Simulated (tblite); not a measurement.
A geometry optimisation, step by step.

Species: C5H9OPSi.
Numbering: `[CH:1]#[C:2][C@@H:3]1[CH2:4][CH2:5][O:6][Si@H:7]1[PH2:8]` (hydrogens: H9 on C1; H10 on C3; H11, H12 on C4; H13, H14 on C5; H15 on Si7; H16, H17 on P8)

Computed with GFN2-xTB (tblite), gas phase: L-BFGS steps from a force-field or distance-geometry start until the largest atomic force falls under 0.01 eV/Å. 10 of its 45 geometries are shown.

Step 0: E = -641.4546 eV, largest atomic force 1.452 eV/Å
```
atom  x, y, z in Å  |  force x, y, z in eV/Å
C1     -2.158    0.331    2.222   -0.070  -0.013   0.096
C2     -1.544    0.394    1.190    0.297   0.045  -0.304
C3     -0.775    0.458   -0.061   -0.911  -0.269   0.254
C4     -0.921   -0.845   -0.881    0.139  -0.396   0.490
C5      0.188   -1.816   -0.391    0.135   0.658  -0.435
O6      1.421   -1.089   -0.247   -1.197   0.786   0.239
Si7     1.109    0.512    0.176    0.796  -0.961   0.564
P8      2.079    1.829   -1.303    0.514   0.646  -0.345
H9     -2.719    0.282    3.132    0.397   0.027  -0.654
H10    -1.138    1.311   -0.655   -0.034  -0.167   0.198
H11    -0.757   -0.633   -1.938    0.110   0.051   0.031
H12    -1.915   -1.314   -0.786    0.365   0.202   0.111
H13     0.339   -2.614   -1.119    0.179   0.020  -0.072
H14    -0.065   -2.278    0.559   -0.089   0.128   0.230
H15     1.544    0.809    1.569   -0.235  -0.284  -0.250
H16     1.898    3.045   -0.602    0.147  -0.595  -0.145
H17     3.407    1.629   -0.877   -0.544   0.121  -0.006
```

Step 5: E = -641.6117 eV, largest atomic force 0.199 eV/Å
```
atom  x, y, z in Å  |  force x, y, z in eV/Å
C1     -2.149    0.330    2.206    0.009  -0.017   0.004
C2     -1.532    0.394    1.180    0.122  -0.033  -0.044
C3     -0.785    0.444   -0.054   -0.054   0.026   0.002
C4     -0.920   -0.852   -0.868    0.002  -0.023  -0.001
C5      0.177   -1.802   -0.398    0.102   0.113   0.040
O6      1.370   -1.062   -0.239   -0.002   0.193   0.050
Si7     1.126    0.506    0.185    0.050  -0.110  -0.031
P8      2.090    1.842   -1.334    0.001  -0.002  -0.067
H9     -2.699    0.284    3.100    0.043   0.005  -0.072
H10    -1.147    1.295   -0.637   -0.083   0.014  -0.018
H11    -0.747   -0.628   -1.922    0.021   0.038  -0.013
H12    -1.901   -1.312   -0.771   -0.064  -0.003   0.073
H13     0.361   -2.599   -1.122    0.066   0.031  -0.022
H14    -0.072   -2.257    0.563   -0.098   0.024   0.072
H15     1.529    0.779    1.570   -0.076  -0.166   0.001
H16     1.913    3.007   -0.600    0.034  -0.119   0.004
H17     3.379    1.642   -0.870   -0.074   0.029   0.024
```

Step 10: E = -641.6276 eV, largest atomic force 0.105 eV/Å
```
atom  x, y, z in Å  |  force x, y, z in eV/Å
C1     -2.139    0.326    2.196    0.035  -0.008  -0.018
C2     -1.509    0.386    1.179   -0.020   0.026   0.017
C3     -0.786    0.450   -0.064    0.016   0.021  -0.014
C4     -0.920   -0.851   -0.867    0.032   0.046  -0.003
C5      0.186   -1.789   -0.390   -0.066  -0.003  -0.025
O6      1.374   -1.047   -0.232   -0.030  -0.059   0.011
Si7     1.126    0.514    0.178   -0.042   0.020  -0.010
P8      2.087    1.836   -1.351    0.012  -0.003   0.022
H9     -2.690    0.284    3.087    0.010  -0.017   0.018
H10    -1.170    1.296   -0.640   -0.036  -0.007  -0.007
H11    -0.745   -0.622   -1.921   -0.048  -0.046  -0.002
H12    -1.906   -1.310   -0.754    0.098   0.034  -0.016
H13     0.382   -2.582   -1.117    0.018  -0.002   0.053
H14    -0.088   -2.242    0.571    0.063   0.054  -0.031
H15     1.509    0.733    1.575   -0.035  -0.049   0.029
H16     1.919    2.981   -0.597   -0.047   0.041  -0.008
H17     3.364    1.647   -0.863    0.041  -0.051  -0.017
```

Step 15: E = -641.6319 eV, largest atomic force 0.047 eV/Å
```
atom  x, y, z in Å  |  force x, y, z in eV/Å
C1     -2.131    0.323    2.196    0.012  -0.001   0.006
C2     -1.504    0.391    1.178   -0.018   0.010  -0.019
C3     -0.786    0.459   -0.069   -0.009  -0.013  -0.018
C4     -0.915   -0.843   -0.870   -0.015  -0.030  -0.012
C5      0.185   -1.782   -0.390    0.025  -0.008   0.013
O6      1.374   -1.045   -0.228    0.031   0.016  -0.031
Si7     1.123    0.516    0.176    0.011   0.027   0.026
P8      2.090    1.834   -1.349    0.006   0.001   0.011
H9     -2.683    0.280    3.087    0.024  -0.019   0.009
H10    -1.185    1.298   -0.645    0.013   0.014  -0.008
H11    -0.753   -0.628   -1.927    0.012   0.013  -0.014
H12    -1.895   -1.304   -0.750   -0.043  -0.013   0.005
H13     0.389   -2.581   -1.107   -0.024  -0.010   0.001
H14    -0.084   -2.228    0.573   -0.012   0.011   0.019
H15     1.492    0.707    1.582   -0.023  -0.002   0.023
H16     1.909    2.982   -0.599    0.008   0.007  -0.012
H17     3.369    1.636   -0.866    0.001  -0.004   0.001
```

Step 20: E = -641.6340 eV, largest atomic force 0.051 eV/Å
```
atom  x, y, z in Å  |  force x, y, z in eV/Å
C1     -2.120    0.320    2.197    0.001  -0.008   0.000
C2     -1.510    0.396    1.169    0.009  -0.027   0.001
C3     -0.790    0.460   -0.077    0.002   0.027   0.022
C4     -0.917   -0.846   -0.874   -0.001   0.039   0.017
C5      0.188   -1.779   -0.388   -0.028   0.022  -0.007
O6      1.378   -1.037   -0.239   -0.048   0.014  -0.011
Si7     1.120    0.521    0.183   -0.020  -0.045  -0.014
P8      2.093    1.832   -1.344   -0.018  -0.018   0.004
H9     -2.666    0.268    3.091    0.023  -0.004   0.001
H10    -1.186    1.302   -0.652    0.022  -0.015  -0.031
H11    -0.755   -0.630   -1.932   -0.003  -0.023   0.015
H12    -1.899   -1.306   -0.750    0.028  -0.007  -0.019
H13     0.384   -2.586   -1.098    0.010  -0.002   0.012
H14    -0.082   -2.212    0.580    0.015   0.013   0.009
H15     1.471    0.693    1.598   -0.021   0.011  -0.019
H16     1.910    2.988   -0.606    0.039  -0.001   0.002
H17     3.373    1.629   -0.866   -0.009   0.024   0.019
```

Step 24: E = -641.6354 eV, largest atomic force 0.030 eV/Å
```
atom  x, y, z in Å  |  force x, y, z in eV/Å
C1     -2.111    0.316    2.197   -0.003  -0.012   0.003
C2     -1.513    0.395    1.162    0.004   0.015   0.010
C3     -0.793    0.463   -0.082    0.003  -0.005  -0.008
C4     -0.920   -0.844   -0.875    0.001  -0.012  -0.014
C5      0.185   -1.774   -0.387    0.003  -0.014   0.008
O6      1.374   -1.031   -0.252    0.010  -0.007   0.010
Si7     1.115    0.521    0.186    0.009   0.022  -0.013
P8      2.092    1.828   -1.340    0.009   0.008   0.004
H9     -2.648    0.258    3.095    0.005  -0.004   0.017
H10    -1.181    1.303   -0.663   -0.011   0.000  -0.001
H11    -0.755   -0.634   -1.933    0.000   0.001  -0.022
H12    -1.899   -1.308   -0.752   -0.010   0.005  -0.003
H13     0.382   -2.588   -1.088   -0.011  -0.007  -0.002
H14    -0.079   -2.197    0.588   -0.002   0.004   0.015
H15     1.451    0.685    1.606   -0.011   0.010  -0.026
H16     1.920    2.991   -0.610    0.010  -0.004   0.009
H17     3.373    1.630   -0.861   -0.006   0.000   0.013
```

Step 29: E = -641.6362 eV, largest atomic force 0.029 eV/Å
```
atom  x, y, z in Å  |  force x, y, z in eV/Å
C1     -2.107    0.309    2.198    0.014   0.002  -0.006
C2     -1.512    0.399    1.162    0.002  -0.024  -0.016
C3     -0.795    0.463   -0.087   -0.005   0.013   0.009
C4     -0.921   -0.846   -0.879   -0.011   0.015   0.018
C5      0.184   -1.774   -0.384   -0.006   0.016  -0.004
O6      1.374   -1.030   -0.255   -0.012   0.009  -0.005
Si7     1.112    0.523    0.180   -0.008  -0.018  -0.010
P8      2.097    1.831   -1.339    0.015   0.013  -0.011
H9     -2.636    0.250    3.102    0.019  -0.002  -0.022
H10    -1.184    1.302   -0.670   -0.020  -0.007   0.004
H11    -0.756   -0.638   -1.939    0.008  -0.008   0.025
H12    -1.901   -1.307   -0.756   -0.004  -0.010  -0.004
H13     0.376   -2.592   -1.081    0.007  -0.009   0.015
H14    -0.078   -2.188    0.595   -0.015  -0.002  -0.012
H15     1.437    0.688    1.601    0.008   0.017  -0.002
H16     1.929    2.992   -0.608   -0.010   0.009   0.014
H17     3.373    1.629   -0.852    0.019  -0.014   0.008
```

Step 34: E = -641.6377 eV, largest atomic force 0.050 eV/Å
```
atom  x, y, z in Å  |  force x, y, z in eV/Å
C1     -2.088    0.294    2.197    0.018   0.013   0.010
C2     -1.508    0.396    1.155    0.006  -0.009   0.008
C3     -0.803    0.466   -0.099    0.000  -0.014  -0.033
C4     -0.927   -0.847   -0.882    0.009  -0.025  -0.029
C5      0.177   -1.770   -0.378   -0.010  -0.018   0.015
O6      1.368   -1.026   -0.263   -0.016   0.007  -0.011
Si7     1.105    0.529    0.161    0.001   0.037   0.009
P8      2.116    1.844   -1.339    0.001  -0.022   0.045
H9     -2.600    0.233    3.110   -0.018  -0.011   0.014
H10    -1.204    1.299   -0.680   -0.016   0.010  -0.009
H11    -0.752   -0.647   -1.940   -0.006   0.011  -0.030
H12    -1.908   -1.309   -0.765    0.010   0.002   0.013
H13     0.366   -2.603   -1.059    0.001   0.018  -0.003
H14    -0.085   -2.168    0.608   -0.007  -0.002   0.021
H15     1.412    0.704    1.586    0.023   0.011  -0.012
H16     1.944    2.997   -0.593   -0.001  -0.011  -0.002
H17     3.381    1.620   -0.829    0.004   0.003  -0.007
```

Step 39: E = -641.6386 eV, largest atomic force 0.022 eV/Å
```
atom  x, y, z in Å  |  force x, y, z in eV/Å
C1     -2.073    0.289    2.199    0.006   0.001   0.004
C2     -1.504    0.392    1.151   -0.012  -0.002  -0.002
C3     -0.810    0.466   -0.110   -0.003   0.010   0.014
C4     -0.930   -0.850   -0.888   -0.012   0.012   0.004
C5      0.171   -1.769   -0.372    0.007   0.012  -0.011
O6      1.360   -1.020   -0.268    0.013   0.002   0.018
Si7     1.098    0.536    0.152    0.001  -0.004   0.011
P8      2.128    1.848   -1.333    0.001  -0.002  -0.011
H9     -2.583    0.220    3.114    0.005  -0.002  -0.007
H10    -1.219    1.298   -0.688   -0.006  -0.010  -0.003
H11    -0.752   -0.652   -1.947   -0.010  -0.016  -0.003
H12    -1.911   -1.311   -0.768   -0.015  -0.009  -0.012
H13     0.362   -2.606   -1.046    0.003  -0.006   0.000
H14    -0.091   -2.157    0.618    0.001   0.015  -0.014
H15     1.406    0.717    1.576    0.012   0.003   0.004
H16     1.953    2.997   -0.584    0.008  -0.008   0.002
H17     3.388    1.616   -0.816   -0.001   0.004   0.005
```

Step 44: E = -641.6389 eV, largest atomic force 0.009 eV/Å
```
atom  x, y, z in Å  |  force x, y, z in eV/Å
C1     -2.067    0.288    2.201   -0.003  -0.005  -0.001
C2     -1.505    0.390    1.148   -0.004   0.001  -0.002
C3     -0.813    0.466   -0.113   -0.002  -0.002  -0.002
C4     -0.932   -0.850   -0.891    0.003  -0.002   0.000
C5      0.170   -1.766   -0.372    0.000  -0.001   0.002
O6      1.359   -1.018   -0.267   -0.004   0.001   0.000
Si7     1.095    0.539    0.152   -0.001   0.000  -0.002
P8      2.133    1.848   -1.332    0.001   0.000  -0.001
H9     -2.576    0.215    3.115    0.003   0.001   0.005
H10    -1.226    1.296   -0.691    0.002   0.002   0.000
H11    -0.755   -0.657   -1.950   -0.006   0.003   0.001
H12    -1.913   -1.312   -0.772    0.006   0.000   0.000
H13     0.361   -2.607   -1.042    0.007   0.005  -0.002
H14    -0.093   -2.150    0.619   -0.005  -0.003   0.002
H15     1.406    0.722    1.575    0.002   0.001   0.002
H16     1.958    2.995   -0.581    0.002   0.002  -0.003
H17     3.390    1.615   -0.810    0.000  -0.005   0.002
```

**Question.** Summarise the path.

**Answer.** The energy falls by 4.25 kcal/mol from step 0 to step 44; nine tenths of that is first reached at step 8. It rises by more than 0.2 meV at step 2. The largest force goes from 1.452 to 0.009 eV/Å. Among the bonds O6–Si7 changes most, from 1.685 to 1.634 Å; the atoms move by 0.090 Å rms after alignment.

**Question.** Follow the three bonds and two angles with the largest change from start to end.

**Answer.** 
```
step  E above end (kcal/mol)  largest force (eV/Å)  O6–Si7 (Å)  P8–H16 (Å)  C2–C3 (Å)  P8–Si7–H15 (°)  C3–Si7–H15 (°)
   0                    4.25                 1.452       1.685       1.416      1.470           112.4           114.3
   2                    2.51                 3.456       1.620       1.383      1.457           112.4           113.2
   4                    0.99                 0.326       1.637       1.388      1.445           113.1           113.4
   6                    0.50                 0.184       1.640       1.386      1.441           115.0           113.1
   8                    0.35                 0.127       1.632       1.383      1.438           116.1           112.7
  10                    0.26                 0.105       1.633       1.382      1.440           116.8           112.5
  11                    0.23                 0.078       1.634       1.382      1.441           117.0           112.5
  13                    0.18                 0.073       1.635       1.383      1.442           117.5           112.3
  15                    0.16                 0.047       1.633       1.383      1.441           118.0           112.1
  17                    0.14                 0.055       1.632       1.383      1.440           118.4           111.9
  19                    0.13                 0.052       1.634       1.383      1.441           118.8           111.8
  21                    0.10                 0.054       1.635       1.383      1.441           119.2           111.7
  23                    0.09                 0.047       1.634       1.383      1.440           119.5           111.5
  25                    0.08                 0.025       1.633       1.383      1.440           119.7           111.3
  27                    0.07                 0.037       1.634       1.383      1.441           119.7           111.2
  29                    0.06                 0.029       1.634       1.382      1.441           119.7           110.9
  31                    0.05                 0.040       1.634       1.383      1.441           119.5           110.7
  33                    0.04                 0.063       1.633       1.384      1.440           119.3           110.2
  34                    0.03                 0.050       1.633       1.384      1.440           119.1           110.0
  36                    0.02                 0.038       1.634       1.383      1.441           118.9           109.9
  38                    0.01                 0.029       1.634       1.383      1.441           118.6           110.1
  40                    0.00                 0.022       1.634       1.383      1.440           118.3           110.2
  42                    0.00                 0.023       1.633       1.383      1.440           118.2           110.3
  44                    0.00                 0.009       1.634       1.383      1.440           118.2           110.3
```

The cost below is that of the whole relaxation. The run took 0.63 s of wall time on one thread, Arm Neoverse N1 (aarch64) (shared host).
